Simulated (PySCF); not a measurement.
Isomers of C6H16Si.

All values: PBE0/pcSseg-1 (PySCF) at PBE0-D3(BJ)/def2-SVP geometries, gas phase, one conformer each.

(1) Rank by the highest Hirshfeld charge on any atom, lowest value first.
A. SiEt2Me2 (`CC[Si](C)(C)CC`)
B. `[CH3:1][CH2:2][SiH:3]([CH2:4][CH3:5])[CH2:6][CH3:7]` with C1–C2–Si3–C4 -58°, C2–Si3–C4–C5 -178°, C2–Si3–C6–C7 -56°
C. `[H][Si](C)(C)CCCC` (SiHMe2(nBu))

(2) Rank by the highest IAO charge on any atom, highest value first.
A. `CCCC[SiH](C)C` (SiHMe2(nBu))
B. `C[SiH](C)C(C)(C)C` (SiHMe2(tBu))
C. `CC[Si](C)(C)CC` (SiEt2Me2)

## Answers

(1) B (+0.361 e), C (+0.372 e), A (+0.400 e).

(2) C (+1.089 e), A (+0.942 e), B (+0.915 e).

All values together:

```tsv
SMILES	μ (D)	HOMO (eV)	LUMO (eV)	lowest IAO charge (e)	highest IAO charge (e)	lowest Hirshfeld charge (e)	highest Hirshfeld charge (e)
CC[SiH](CC)CC	0.61	-7.90	1.41	-0.534 (C)	+0.916 (Si)	-0.158 (C)	+0.361 (Si)
CC[Si](C)(C)CC	0.07	-7.73	1.08	-0.717 (C)	+1.089 (Si)	-0.217 (C)	+0.400 (Si)
[H][Si](C)(C)C(C)(C)C	0.52	-7.52	1.13	-0.710 (C)	+0.915 (Si)	-0.214 (C)	+0.364 (Si)
[H][Si](C)(C)CCCC	0.58	-8.01	1.30	-0.715 (C)	+0.942 (Si)	-0.215 (C)	+0.372 (Si)
```

Conformers: `[CH3:1][CH2:2][SiH:3]([CH2:4][CH3:5])[CH2:6][CH3:7]` with C1–C2–Si3–C4 -58°, C2–Si3–C4–C5 -178°, C2–Si3–C6–C7 -56°; `CC[Si](C)(C)CC`; `[H][Si](C)(C)CCCC`.
